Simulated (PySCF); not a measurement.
# Property card for `FC(F)(F)C1c2ccccc21`

C8H5F3.
Structure used (PBE0-D3(BJ)/def2-SVP), in Å, numbered top down from 1:
```
atom  x, y, z in Å
F1     3.2988   -0.8325   -0.7087
C2     2.5266    0.1554   -0.2466
F3     2.1109    0.8725   -1.2880
F4     3.2963    0.9405    0.5126
C5     1.3757   -0.3990    0.5582
C6     0.0883   -0.7540   -0.0984
C7    -1.0158   -1.2320   -0.7737
C8    -2.1623   -0.4424   -0.5718
C9    -2.1564    0.7061    0.2365
C10   -1.0020    1.1543    0.9038
C11    0.0954    0.3503    0.6737
H12    1.7518   -0.9928    1.4063
H13   -1.0333   -2.1212   -1.4074
H14   -3.0966   -0.7281   -1.0617
H15   -3.0864    1.2700    0.3463
H16   -1.0093    2.0500    1.5287
```

Among its groups: benzene ring, CF3 group and C–F bond.

**PBE0-D3(BJ)/def2-SVP geometry optimisation, gas phase (PySCF)**

```
Point group                  : Cs
Rotational constants A, B, C : 2.678, 0.716, 0.644 GHz
```

CAM-B3LYP/def2-SVPD ground state and vertical TDDFT (core frozen in the response) (PySCF):

```
Dipole moment                                                     : 2.88 D
HOMO energy                                                       : -8.72 eV
LUMO energy                                                       : 0.06 eV
HOMO–LUMO gap                                                     : 8.78 eV
Lowest singlet excitation                                         : 5.34 eV (232 nm, f = 0.038)
Strongest line among the 6 lowest singlet transitions             : S6 at 7.03 eV (176 nm, f = 0.615)
Static isotropic polarisability                                   : 90.0 au
Electronic spatial extent ⟨r²⟩ about the centre of nuclear charge : 1702 bohr²
```

Monoisotopic mass (most abundant isotopes): 158.0343 u.

The polarisability is 13.34 Å³ as a volume (1 au = 0.148185 Å³), or 1.13 au for each of the 80 electrons. The largest Löwdin shares of the HOMO are 0.19 on C8, 0.19 on C9, 0.16 on C11 and 0.16 on C6. The 6 singlets span 5.34 to 7.03 eV, and their oscillator strengths add up to 1.03. S1 lies 3.44 eV below the HOMO–LUMO gap; its leading configuration is HOMO→LUMO, weight 0.71. With B = h/(8π²I), that is 505.379 GHz u Å² over I, the principal moments of inertia are 188.7, 705.5 and 784.6 u Å² (most abundant isotopes); the inertial defect Ic − Ia − Ib is -109.6 u Å² (zero for a rigid planar frame, negative otherwise).

